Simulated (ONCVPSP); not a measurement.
An all-electron radial function and its pseudo partner (cobalt (Co))

Columns: radius, all-electron u(r) and pseudo u(r) of the 3s shell (level -103.11 eV) of cobalt in the configuration [Ne] 3s2 3p6 3d7 4s1.5 4p0.5; PBEsol, scalar-relativistic, ONCV scheme, ONCVPSP 4.0.1.

```
r (bohr)  all-electron  pseudo
   0.070        0.0377  0.1741
   0.140       -0.5976  0.3459
   0.210       -0.6117  0.5124
   0.280       -0.2306  0.6697
   0.350        0.2539  0.8132
   0.420        0.6807  0.9372
   0.490        0.9897  1.0366
   0.560        1.1763  1.1073
   0.630        1.2588  1.1463
   0.700        1.2634  1.1530
   0.770        1.2149  1.1292
   0.840        1.1334  1.0782
   0.910        1.0342  1.0053
   0.980        0.9281  0.9167
   1.050        0.8221  0.8195
   1.120        0.7207  0.7205
   1.190        0.6267  0.6266
   1.260        0.5414  0.5413
   1.330        0.4651  0.4650
   1.400        0.3978  0.3977
   1.470        0.3388  0.3388
   1.540        0.2877  0.2877
   1.610        0.2436  0.2435
   1.680        0.2058  0.2057
   1.750        0.1735  0.1734
   1.820        0.1460  0.1460
```

(1) How many radial nodes do the two functions have?

(2) At about which radius was the pseudo-wave matched?

(3) Is the pseudo-wave norm-conserving?

Answers

(1) The all-electron 3s function has n − l − 1 = 2; the pseudo-wave has 0, since the states of the same l below it are removed with the core.

(2) 1.15 bohr, where the columns begin to agree (steps of 0.07 bohr).

(3) Yes: the ONCV scheme keeps the norm inside the radius equal to the all-electron one, which fixes the energy derivative of the logarithmic derivative at the level.
